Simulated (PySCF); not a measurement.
## Interval between two levels of Se⁺ by level of theory

Se⁺ [Ar] 3d10 4s2 4p3 [4S3/2, M_J = 3/2] → Se⁺ [Ar] 3d10 4s2 4p2 5s1 [4P5/2, M_J = 5/2], as a difference of total energies. All numbers are calculated (PySCF 2.14, the two-component X2C-1e Hamiltonian, in x2c-TZVPall-2c with one added diffuse shell each of s, p, d type (7s8p5d1f, 63 functions)). Correlated levels: [Ne] frozen. "Screened" scales the spin-orbit matrix elements by Boettger's factors to mimic the two-electron term; Breit and QED terms are absent.

```json
{"method": "GHF (spin-free)", "interval between two levels (cm⁻¹)": "97059"}
{"method": "GMP2 (spin-free)", "interval between two levels (cm⁻¹)": "98136"}
{"method": "GHF (screened spin-orbit)", "interval between two levels (cm⁻¹)": "98235"}
{"method": "GMP2 (screened spin-orbit)", "interval between two levels (cm⁻¹)": "99358"}
```

The spin-free rows relax to the high-spin LS determinant and lack the spin-orbit shift.

Errors of the correlated levels include the incompleteness of this basis and the frozen core.

The labels give the starting determinants; with spin-orbit coupling the two ends relaxed to ⟨J²⟩ = 3.75, ⟨L²⟩ = 0.01, ⟨S²⟩ = 3.74 and ⟨J²⟩ = 8.77, ⟨L²⟩ = 2.13, ⟨S²⟩ = 3.68.

The promoted electron is Rydberg-like, and one or two diffuse shells describe it only roughly, which tends to raise the upper state.

For comparison: 98674 cm⁻¹ (measured; NIST Handbook of Basic Atomic Spectroscopic Data (Sansonetti and Martin, J. Phys. Chem. Ref. Data 34, 1559 (2005))).
